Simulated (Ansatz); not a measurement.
Geometry optimisation, RKS PBE0-D4/def2-SVP (Ansatz).

input.yaml

```yaml
crystal:
  periodic: [false, false, false]
  atoms:
    - { symbol: Si, position_ang: [-0.126309, 0.051972, 0.039789] }
    - { symbol: Si, position_ang: [-0.208753, 0.117911, 2.299176] }
    - { symbol: H, position_ang: [-1.532095, -0.283421, 2.876807] }
    - { symbol: H, position_ang: [0.806799, -0.79064, 2.963676] }
    - { symbol: H, position_ang: [0.119591, 1.488112, 2.807709] }
    - { symbol: H, position_ang: [1.319793, 0.11152, -0.37059] }
    - { symbol: "N", position_ang: [-0.841922, 1.468069, -0.664611] }
    - { symbol: H, position_ang: [-1.810944, 1.683668, -0.45731] }
    - { symbol: H, position_ang: [-0.289544, 2.299843, -0.842959] }
    - { symbol: "N", position_ang: [-1.137842, -1.252019, -0.482831] }
    - { symbol: H, position_ang: [-0.923173, -2.166337, -0.096332] }
    - { symbol: H, position_ang: [-1.281239, -1.324252, -1.487343] }
    - { symbol: F, position_ang: [1.1014, -2.318146, 0.889354] }
    - { symbol: H, position_ang: [1.284239, -2.008881, 1.743364] }
basis:
  gaussian: { orbitals: def2-SVP }
hamiltonian:
  xc: pbe0
  dispersion: d4
relax:
  f_tol: 0.03
  max_steps: 50
```

Command:

```bash
$ ansatz run input.yaml --threads 4 --pin off --max-ram 5120MiB --backend cpu --events-out ev --progress --plain --runs-dir out
```

Where does it end, and by what steps?

It converged. The force dipped under the threshold on the way, but the program's further checks kept it going. After 19 steps the energy has fallen by 0.195 eV; F13 moved furthest, 1.42 Å.

| step | energy less start (eV) | largest force component (eV/Å) | accepted |
| --- | --- | --- | --- |
| 0 | 0.0000 | 1.275 | yes |
| 1 | -0.0898 | 1.184 | yes |
| 2 | -0.1211 | 0.642 | yes |
| 3 | -0.1442 | 0.209 | yes |
| 4 | -0.1536 | 0.195 | yes |
| 5 | -0.1547 | 0.606 | yes |
| 6 | -0.1702 | 0.235 | yes |
| 7 | -0.1729 | 0.397 | yes |
| 8 | -0.1733 | 0.520 | yes |
| 9 | -0.1733 | 0.260 | no |
| 10 | -0.1815 | 0.459 | yes |
| 11 | -0.1894 | 0.104 | yes |
| 12 | -0.1760 | 0.407 | no |
| 13 | -0.1908 | 0.069 | yes |
| 14 | -0.1928 | 0.027 | yes |
| 15 | -0.1940 | 0.074 | yes |
| 16 | -0.1940 | 0.111 | yes |
| 17 | -0.1950 | 0.055 | yes |
| 18 | -0.1952 | 0.044 | yes |
| 19 | -0.1953 | 0.020 | yes |

```xyz
14
Properties=species:S:1:pos:R:3
Si -0.072 0.344 -0.126
Si 0.081 0.156 2.225
H -1.216 -0.223 2.868
H 1.083 -0.902 2.639
H 0.570 1.415 2.870
H 1.267 0.837 -0.603
N -1.168 1.552 -0.688
H -2.156 1.514 -0.466
H -0.853 2.495 -0.880
N -0.602 -1.204 -0.644
H -0.434 -2.028 -0.073
H -0.716 -1.422 -1.627
F 0.120 -3.051 1.615
H 0.576 -2.405 2.106
```

The run took 18 s on 4 threads of AMD EPYC 9R45 96-Core Processor (Zen 5), with other jobs on the host, peak memory 0.32 GiB.
